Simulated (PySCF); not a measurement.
# Heteronuclear NMR

Structure with atom numbers: `[N:1]#[C:2][Si:3]([NH2:4])([C:5]#[N:6])[NH:7][SiH3:8]`; H(Xn) means a hydrogen on atom n.

PySCF 2.14.0 with density-fitted response routines calculation with shieldings: GIAO PBE0/pcSseg-1 and GFN2-xTB structure; a single conformation, no solvent, averaged over atoms made equivalent by symmetry, fast rotation or ring inversion, non-relativistic Hamiltonian.

(1) Predict the 29Si NMR data.

(2) Where does 15N resonate?

Answers

(1) 
```tsv
atoms	environment	σ (ppm)	δ (ppm)
Si8	silicon bonded to N, 3 H	405.6	-53.4
Si3	silicon bonded to 2 C, 2 N	423.7	-68.3
```

Shieldings were converted by a linear fit to measured shifts: 29Si (scatter 8.9 ppm rms, 25.8 ppm with the 6 outliers that the fit left out vs TMS, solution or neat liquid). A few per cent of atoms miss by over 2 rms, more outside the fitted compound classes.

On a 600 MHz spectrometer 29Si resonates near 119.2 MHz, so 1 ppm is 119.2 Hz.

(2) 
```tsv
atoms	environment	σ (ppm)	δ (ppm)
N1/N6	nitrile nitrogen	-89.7	-65.4
N4	nitrogen bonded to Si, 2 H	240.3	-369.5
N7	nitrogen bonded to 2 Si, H	248.9	-377.4
```

Shieldings were converted by a linear fit to measured shifts: 15N (scatter 6.3 ppm rms vs CH3NO2, solution or neat liquid). Occasional misses reach two or three times the rms, and more in compound classes unlike the fitted ones.

On a 400 MHz spectrometer 15N resonates near 40.5 MHz, so 1 ppm is 40.5 Hz.
